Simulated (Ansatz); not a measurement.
Isolated molecules relaxed with PBE0-D4/def2-TZVP in Ansatz; ΔE leaves out vibrations. CBS: MP2 limit from def2 TZ/QZ plus the TZ coupled-cluster correction, frozen cores. This one scheme is used for every species. DFT in def2-TZVPP. HSE06 is defined as in plane-wave codes.

`[SiH3][SiH]1[SiH2]S1` + HCl → `Cl[SiH]1[SiH2]S1` + SiH₄  (cleavage of the Si–Si bond)

`[SiH3][SiH]1[SiH2]S1`:

Z-matrix (Å, degrees):
```
Si
Si 1 2.327
H 1 1.487 2 110.7
H 1 1.488 2 110.2 3 -120.5
H 1 1.485 2 108.0 3 119.9
Si 2 2.251 1 121.3 3 -135.5
S 2 2.167 1 113.7 3 -69.6
H 2 1.486 1 115.9 3 65.1
H 6 1.482 2 122.1 1 -157.8
H 6 1.482 2 122.0 1 -2.3
```

HCl:

Cartesian coordinates in Å:
```
Cl 0.457 0.412 -0.175
H -0.457 -0.412 0.175
```

`Cl[SiH]1[SiH2]S1`:

Cartesian coordinates in Å:
```
Cl -2.241 1.063 -1.141
Si -0.524 0.931 -0.035
Si 0.776 -0.890 -0.079
S -0.534 -0.447 1.587
H -0.092 2.305 0.292
H 0.393 -2.084 -0.867
H 2.222 -0.879 0.244
```

SiH₄:

Cartesian coordinates in Å:
```
Si 0.000 0.000 0.000
H 0.866 -0.108 -1.201
H -1.411 -0.261 -0.382
H 0.113 1.366 0.571
H 0.431 -0.997 1.012
```

```
             level  ΔE (kJ/mol)  difference from CCSD(T)/CBS
           BLYP-D4        -80.7                          0.3
         r2SCAN-D4        -80.9                          0.1
        r2SCANh-D4        -81.2                         -0.2
          HSE06-D4        -73.0                          8.0
           ωB97X-V        -83.2                         -2.2
           ωB97M-V        -88.1                         -7.1
          PBE-QIDH        -81.0                          0.0
              PBE0        -75.3                          5.7
           r2SCANh        -82.2                         -1.2
             BHLYP        -91.5                        -10.5
       HF/def2-SVP        -92.5                        -11.5
      MP2/def2-SVP        -82.4                         -1.4
     CCSD/def2-SVP        -77.9                          3.1
  CCSD(T)/def2-SVP        -76.6                          4.4
SCS-MP2/def2-TZVPP        -89.2                         -8.2
CCSD(T)/def2-TZVPP        -79.0                          2.0
       CCSD(T)/CBS        -81.0                            0
```

Largest T1 diagnostic among the species: 0.014.

At CCSD(T), def2-SVP lies +4.4 kJ/mol from the extrapolated value and def2-TZVPP +2.1 kJ/mol. From BLYP to BHLYP (50 % exact exchange), in def2-TZVPP and without D4, ΔE moves by −6.9 kJ/mol.
